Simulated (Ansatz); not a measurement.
Consider the ligand exchange at the In–C bond: `[CH3][InH][C]#N` + CH₃OH → `C[O][InH][CH3]` + `C#N`.

Isolated molecules relaxed with PBE0-D4/def2-TZVP in Ansatz; ΔE leaves out vibrations. CBS: MP2 limit from def2 TZ/QZ plus the TZ coupled-cluster correction, frozen cores. This one scheme is used for every species. Functionals use def2-TZVPP. B3LYP here is the variant with VWN-RPA as its local correlation; programs differ in this. Elements past krypton have def2 core potentials. For In outer-core shells are correlated without core-valence functions, which leaves a few kJ/mol of doubt a bond. One conformer a species, not always the lowest.

| level | ΔE (kJ/mol) |
| --- | --- |
| r2SCAN | 12.3 |
| PBE0 | 23.1 |
| B3LYP | 16.4 |
| HF/def2-SVP | 32.6 |

**Question.** What does CCSD(T)/CBS give? (Estimate.)

**Answer.** Computed: +14.0 kJ/mol. The listed levels differ from it by -1.7, 9.1, 2.4, 18.6 kJ/mol.

Largest T1 diagnostic among the species: 0.015.

From BLYP to BHLYP (50 % exact exchange), in def2-TZVPP and without D4, ΔE moves by +16.4 kJ/mol. In def2-TZVPP, CCSD(T) changes the Hartree–Fock value by −16.4 kJ/mol (the triples alone add −3.0 kJ/mol) and MP2 by −17.6 kJ/mol.
